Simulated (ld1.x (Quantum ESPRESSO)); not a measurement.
# An all-electron radial function and its pseudo partner (Cr)

Columns: radius, all-electron u(r) and pseudo u(r) of the 4s shell (level -4.20 eV) of chromium in the configuration [Ne] 3s2 3p6 3d5 4s1 4p0; LDA (PZ), scalar-relativistic, TM scheme, ld1.x (Quantum ESPRESSO) 7.5.

| r (bohr) | all-electron | pseudo |
| --- | --- | --- |
| 0.135 | -0.1060 | -0.0149 |
| 0.270 | -0.1071 | -0.0304 |
| 0.405 | 0.0737 | -0.0472 |
| 0.540 | 0.2107 | -0.0661 |
| 0.675 | 0.2518 | -0.0879 |
| 0.810 | 0.2161 | -0.1133 |
| 0.945 | 0.1348 | -0.1431 |
| 1.080 | 0.0331 | -0.1780 |
| 1.215 | -0.0726 | -0.2180 |
| 1.350 | -0.1730 | -0.2630 |
| 1.485 | -0.2633 | -0.3118 |
| 1.620 | -0.3414 | -0.3627 |
| 1.755 | -0.4069 | -0.4129 |
| 1.890 | -0.4603 | -0.4598 |
| 2.025 | -0.5026 | -0.5005 |
| 2.160 | -0.5349 | -0.5334 |
| 2.295 | -0.5584 | -0.5578 |
| 2.430 | -0.5742 | -0.5741 |
| 2.565 | -0.5834 | -0.5834 |
| 2.700 | -0.5869 | -0.5869 |
| 2.835 | -0.5857 | -0.5857 |
| 2.970 | -0.5804 | -0.5804 |
| 3.105 | -0.5718 | -0.5718 |
| 3.240 | -0.5604 | -0.5604 |
| 3.375 | -0.5468 | -0.5468 |
| 3.510 | -0.5315 | -0.5315 |

(1) How many radial nodes do the two functions have?

(2) At about which radius was the pseudo-wave matched?

(3) Where does each function peak?

(4) Is the pseudo-wave norm-conserving?

Results:

(1) The all-electron 4s function has n − l − 1 = 3 (the table is too coarse to show those close to the nucleus); the pseudo-wave has 0, since the states of the same l below it are removed with the core.

(2) 2.70 bohr. The columns agree to 0.0005 from 2.43 bohr on; several derivatives are matched, so the curves merge somewhat inside the radius.

(3) Outermost all-electron maximum near 2.70 bohr, pseudo maximum near 2.70 bohr (to the table’s step).

(4) Yes: the TM scheme keeps the norm inside the radius equal to the all-electron one, which fixes the energy derivative of the logarithmic derivative at the level.
